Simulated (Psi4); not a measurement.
disiloxane (H6OSi2), singlet, geometry from GFN2-xTB; Psi4 1.11 with REVPBE/def2-SVP.

Psi4 was given this input:
```
memory 2 GB

molecule {
0 1
Si    1.58554558   -0.29465325    0.09305373
O    -0.00374610   -0.02898376   -0.03187953
Si   -1.58414102    0.30551525   -0.08108531
H     1.99636140   -0.92391127   -1.16028168
H     2.22242187    1.00620543    0.29041493
H     1.77723671   -1.17669751    1.24269936
H    -2.21375802   -0.47470673    0.98249776
H    -2.04757203   -0.09473461   -1.40797725
H    -1.72438507    1.74364671    0.14012516
}

set {
  basis def2-svp
}

energy('revpbe')
print_variables()
```

What the program printed (banner, timings and long lists left out):

```
   => Loading Basis Set <=

    Name: DEF2-SVP
    Role: ORBITAL
    Keyword: BASIS

         ---------------------------------------------------------
                                   SCF
               by Justin Turney, Rob Parrish, Andy Simmonett
                          and Daniel G. A. Smith
                              RKS Reference
         ---------------------------------------------------------

  ==> Geometry <==

    Molecular point group: c1
    Full point group: C1

    Geometry (in Angstrom), charge = 0, multiplicity = 1:

       Center              X                  Y                   Z               Mass
    ------------   -----------------  -----------------  -----------------  -----------------
         SI           1.585676840820    -0.293636772182     0.094167995698    27.976926534650
         O           -0.003614839180    -0.027967282182    -0.030765264302    15.994914619570
         SI          -1.584009759180     0.306531727818    -0.079971044302    27.976926534650
         H            1.996492660820    -0.922894792182    -1.159167414302     1.007825032230
         H            2.222553130820     1.007221907818     0.291529195698     1.007825032230
         H            1.777367970820    -1.175681032182     1.243813625698     1.007825032230
         H           -2.213626759180    -0.473690252182     0.983612025698     1.007825032230
         H           -2.047440769180    -0.093718132182    -1.406862984302     1.007825032230
         H           -1.724253809180     1.744663187818     0.141239425698     1.007825032230

  Running in c1 symmetry.

  Rotational constants: A =      1.41870  B =      0.09525  C =      0.09523 [cm^-1]
  Rotational constants: A =  42531.67058  B =   2855.61019  C =   2854.88744 [MHz]
  Nuclear repulsion =  159.877954797474587

  Charge       = 0
  Multiplicity = 1
  Electrons    = 42
  Nalpha       = 21
  Nbeta        = 21

  ==> Algorithm <==

  SCF Algorithm Type is DF.
  DIIS enabled.
  MOM disabled.
  Fractional occupation disabled.
  Guess Type is SAD.
  Energy threshold   = 1.00e-06
  Density threshold  = 1.00e-06
  Integral threshold = 1.00e-12

  ==> Primary Basis <==

  Basis Set: DEF2-SVP
    Blend: DEF2-SVP
    Number of shells: 40
    Number of basis functions: 80
    Number of Cartesian functions: 83
    Spherical Harmonics?: true
    Max angular momentum: 2

  ==> DFT Potential <==

   => LibXC <=

    Version 7.1.2
    S. Lehtola, C. Steigemann, M. J. T. Oliveira, and M. A. L. Marques,  SoftwareX 7, 1–5 (2018) (10.1016/j.softx.2017.11.002)

   => Composite Functional: REVPBE <=

    revPBE GGA Exchange-Correlation Functional

    Y. Zhang and W. Yang, Phys. Rev. Lett. 80, 890, 1998

    Deriv               =              1
    GGA                 =           TRUE
    Meta                =          FALSE

    Exchange Hybrid     =          FALSE
    MP2 Hybrid          =          FALSE

   => Exchange Functionals <=

    1.0000   XC_GGA_X_PBE_R

   => Correlation Functionals <=

    1.0000     XC_GGA_C_PBE

   => LibXC Density Thresholds  <==

    XC_GGA_C_PBE:  1.00E-12
    XC_GGA_X_PBE_R:  1.00E-15

   => Molecular Quadrature <=

    Radial Scheme          =       TREUTLER
    Pruning Scheme         =           NONE
    Nuclear Scheme         =       TREUTLER

    Blocking Scheme        =         OCTREE
    BS radius alpha        =              1
    Pruning alpha          =              1
    Radial Points          =             75
    Spherical Points       =            302
    Total Points           =         194372
    Total Blocks           =           1494
    Max Points             =            256
    Max Functions          =             79
    Weights Tolerance      =       1.00E-15

   => Loading Basis Set <=

    Name: (DEF2-SVP AUX)
    Role: JKFIT
    Keyword: DF_BASIS_SCF

  ==> Integral Setup <==

  SCF_SUBTYPE=INCORE selected. In-core MEM_DF algorithm will be used.
  Using in-core AOs.

  ==> MemDFJK: Density-Fitted J/K Matrices <==

    J tasked:                   Yes
    K tasked:                    No
    wK tasked:                   No
    Algorithm:                 Core
    Schwarz Cutoff:           1E-12
    Mask sparsity (%):       3.1875
    Fitting Condition:        1E-10

   => Auxiliary Basis Set <=

  Basis Set: (DEF2-SVP AUX)
    Blend: DEF2-UNIVERSAL-JKFIT
    Number of shells: 137
    Number of basis functions: 441
    Number of Cartesian functions: 523
    Spherical Harmonics?: true
    Max angular momentum: 4

  Minimum eigenvalue in the overlap matrix is 9.6440600269E-03.
  Reciprocal condition number of the overlap matrix is 2.1641552392E-03.
    Using symmetric orthogonalization.

  ==> Pre-Iterations <==

  SCF Guess: Superposition of Atomic Densities via on-the-fly atomic UHF (no occupation information).

   -------------------------
    Irrep   Nso     Nmo
   -------------------------
     A         80      80
   -------------------------
    Total      80      80
   -------------------------

  ==> Iterations <==

                           Total Energy        Delta E     RMS |[F,P]|

   @DF-RKS iter SAD:  -657.06947229014202   -6.57069e+02   0.00000e+00
   @DF-RKS iter   1:  -657.23579986190362   -1.66328e-01   9.05233e-03 ADIIS/DIIS
   @DF-RKS iter   2:  -656.18575751565527    1.05004e+00   2.11472e-02 ADIIS/DIIS
   @DF-RKS iter   3:  -657.45930851621335   -1.27355e+00   1.00491e-03 ADIIS/DIIS
   @DF-RKS iter   4:  -657.46366943977273   -4.36092e-03   3.82079e-04 ADIIS/DIIS
   @DF-RKS iter   5:  -657.46422620600356   -5.56766e-04   7.70196e-05 DIIS
   @DF-RKS iter   6:  -657.46425203823514   -2.58322e-05   1.16605e-05 DIIS
   @DF-RKS iter   7:  -657.46425236930077   -3.31066e-07   2.71910e-06 DIIS
   @DF-RKS iter   8:  -657.46425239661539   -2.73146e-08   2.80606e-07 DIIS
  Energy and wave function converged.

  ==> Post-Iterations <==

   Electrons on quadrature grid:
      Ntotal   =   41.9999938038 ; deviation = -6.196e-06

    Orbital Energies [Eh]
    ---------------------

    Doubly Occupied:

[...]
    Virtual:

[...]
    Final Occupation by Irrep:
              A
    DOCC [    21 ]
    NA   [    21 ]
    NB   [    21 ]

  @DF-RKS Final Energy:  -657.46425239661539

   => Energetics <=

    Nuclear Repulsion Energy =            159.8779547974745867
    One-Electron Energy =               -1227.4492464307631963
    Two-Electron Energy =                 462.7105859218428350
    DFT Exchange-Correlation Energy =     -52.6035466851695830
    Empirical Dispersion Energy =           0.0000000000000000
    VV10 Nonlocal Energy =                  0.0000000000000000
    Total Energy =                       -657.4642523966153931

Computation Completed

Properties will be evaluated at   0.000000,   0.000000,   0.000000 [a0]

Properties computed using the SCF density matrix

 Multipole Moments:

 ------------------------------------------------------------------------------------
     Multipole            Electronic (a.u.)      Nuclear  (a.u.)        Total (a.u.)
 ------------------------------------------------------------------------------------

 L = 1.  Multiply by 2.5417464519 to convert [e a0] to [Debye]
 Dipole X            :         -0.0083975            0.0104178            0.0020203
 Dipole Y            :         -0.0654938            0.0806762            0.0151824
 Dipole Z            :         -0.0716786            0.0884374            0.0167588
 Magnitude           :                                                    0.0227034

 ------------------------------------------------------------------------------------

  Variable Map:
  ----------------------------------------------------------------------------
[...]
  Array Variable Map:
  ----------------------------------------------------------------------------
[...]
[...]
```
